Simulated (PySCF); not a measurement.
Level of theory: UB3LYP in PySCF with S def2-SVP, Ni def2-SVP; no relativity; density-fitted integrals.

```xyz
3
charge 0 multiplicity 3, angstrom
S     0.7380    1.1058    0.0000
Ni   -0.2036   -0.3051    1.2552
Ni   -0.2036   -0.3051   -1.2552
```

Ni2S (triplet), along the line from S1 (at 0) through Ni2 (at 2.110 Å).

Problem. Tabulate the fields along this line at -0.74, -0.53, -0.32, -0.11, 0.21, 0.42, 0.63, 0.84, 1.06, 1.27, 1.48, 1.69, 1.90, 2.22, 2.43, 2.64, 2.85, 3.06, 3.27 Å.

Solution. 
```csv
distance (Å),electron density (e/Å³),spin density (e/Å³),electron localisation function,electrostatic potential (V)
-0.74,0.953,-0.0104,0.735,25.5
-0.53,1.55,-0.00956,0.105,65.4
-0.32,13.5,3.68e-06,0.708,185
-0.11,173,-0.115,0.3,1220
0.21,56.6,-0.0277,0.859,387
0.42,3.31,-0.014,0.146,107
0.63,1.24,-0.0323,0.334,42.3
0.84,0.941,-0.0276,0.759,18.4
1.06,0.7,-0.0164,0.477,11.4
1.27,0.869,0.00377,0.17,15.2
1.48,2.82,0.0812,0.369,34.6
1.69,14.9,0.42,0.716,115
1.90,52.7,1.35,0.171,608
2.22,495,1.24,0.808,1960
2.43,30.7,0.51,0.669,250
2.64,6.43,0.176,0.611,61
2.85,1.19,0.0658,0.22,23.3
3.06,0.266,0.0228,0.0563,11.9
3.27,0.0819,0.00881,0.0194,7.1
```

On a grid of 0.11 Å the density has a local minimum along the bond near 1.16 Å from S, at 0.70 e/Å³, where the ELF is 0.25.

Other spin states or occupations of the open shell can lie lower.
